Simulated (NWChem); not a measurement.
Species: C₂H₇OS cation; SMILES CS(C)=[OH+]

```xyz
11

C     -0.7744    -0.2825    -1.3949
S      0.0513     0.4547     0.0000
C     -0.7744    -0.2825     1.3949
O      1.4379    -0.3809     0.0000
H     -0.2376     0.0460    -2.2958
H     -1.8029     0.1095    -1.4131
H     -0.7603    -1.3772    -1.2969
H     -0.7603    -1.3772     1.2969
H     -0.2376     0.0460     2.2958
H     -1.8029     0.1095     1.4131
H      2.1959     0.2310     0.0000
```
Atoms are numbered in this order, from 1.

Program: NWChem. Pople sets run with spherical d functions. STO-3G and 3-21G are far too small for this property and stand as cheap habits. The geometry was optimised at PBE0/def2-SVP. Field at 589 nm.

Problem. Order these runs by computing time, cheapest first, and give rough ratios: B3LYP/def2-SVPD; B3LYP/6-31G*; B3LYP/STO-3G.

Solution. B3LYP/STO-3G (1), B3LYP/6-31G* (5), B3LYP/def2-SVPD (20). Ratios are rough, from one shared machine; the cheapest took around 13 core-seconds (rough). What differs between the cheapest and the dearest: isotropic polarisability (bohr³) 23.8 → 47.2; anisotropy (bohr³) 12.9 → 12.1.
